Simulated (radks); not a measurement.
All-electron atom: Bi40+ in [Kr] 4d7 (the NIST ground configuration). All-electron calculation, Dirac Kohn-Sham, BLYP, spin-unpolarised, spherical densities, finite nucleus; open shells fill j = l - 1/2 first; Fermi nuclear charge, rms radius 5.5211 fm. Program: a radial shooting solver on a logarithmic mesh with Libxc functionals.

Unscreened Slater integrals over Kohn-Sham orbitals (cm^-1). Large and small components are both included.

integral,value
"F0(4d5/2,4d5/2)",535090
"F2(4d5/2,4d5/2)",272370
"F4(4d5/2,4d5/2)",185480
"F0(4d5/2,4d3/2)",540240
"F2(4d5/2,4d3/2)",274410
"G2(4d5/2,4d3/2)",272680
"G4(4d5/2,4d3/2)",185760
"F0(4d5/2,4p3/2)",531390
"F2(4d5/2,4p3/2)",271450
"G1(4d5/2,4p3/2)",334580
"G3(4d5/2,4p3/2)",215090
"F0(4d5/2,4p1/2)",549940
"G3(4d5/2,4p1/2)",223750
"F0(4d3/2,4d3/2)",545620
"F2(4d3/2,4d3/2)",276860
"F0(4d3/2,4p3/2)",536340
"F2(4d3/2,4p3/2)",272940
"G1(4d3/2,4p3/2)",332110
"G3(4d3/2,4p3/2)",214160
"F0(4d3/2,4p1/2)",555660
"G1(4d3/2,4p1/2)",357380
"F0(4p3/2,4p3/2)",529380
"F2(4p3/2,4p3/2)",274890
"F0(4p3/2,4p1/2)",547150
"G2(4p3/2,4p1/2)",274460
"F0(4p1/2,4p1/2)",567930
